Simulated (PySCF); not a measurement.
Molecule: `O=C([O-])c1cccs1`, [C$_{5}$H$_{3}$O$_{2}$S]-.

Bonds (- single, = double, # triple, : aromatic): O1=C2, C2-O3, C2-C4, C4:C5, C5:C6, C6:C7, C7:S8, S8:C4. C5 carries H9; C6 carries H10; C7 carries H11. Formal charges: O3 -1.

Total charge -1.

Frames of a GFN2-xTB Langevin trajectory at 400 K; GIAO PBE0/pcSseg-1 shieldings in PySCF 2.14, gas phase, non-relativistic; equivalent atoms averaged within each frame.

References, each an isolated molecule treated in the same way: ¹⁷O (σ = 336.08 ppm) vs H2O; ¹³C (σ = 186.93 ppm) and ¹H (σ = 31.72 ppm) vs TMS; CS2 for ³³S (σ = 503.73 ppm). The references are static minima.

Q: How do the shifts (ppm) fluctuate along the trajectory?

A: 
```tsv
time (fs)	O1/O3	C4	C2	C7	C6	C5	S8	H11	H9	H10
optimised geometry	324.9	175.8	162.4	127.2	127.1	124.9	228	6.33	7.03	6.62
250	319.0	199.3	157.0	138.1	120.8	113.2	338	6.65	6.20	5.34
425	337.4	185.7	163.6	125.9	128.0	130.9	259	6.67	8.02	6.03
625	336.5	167.0	167.0	126.9	131.3	118.2	167	6.66	7.48	6.66
800	378.9	180.5	164.3	135.6	138.9	126.7	247	6.92	6.97	6.79
1000	394.0	170.5	169.8	120.9	131.6	113.2	216	6.20	5.71	6.58
mean of frames	353.2	180.6	164.3	129.5	130.1	120.4	245	6.62	6.88	6.28
standard deviation	31.7	12.9	4.8	7.2	6.5	8.0	63	0.26	0.93	0.60
```

5 frames give an uncertainty of the mean of about the standard deviation over 2.2 at best, since frames this close in time may not be independent; classical motion lacks zero-point vibration, and the reference would need the same averaging.
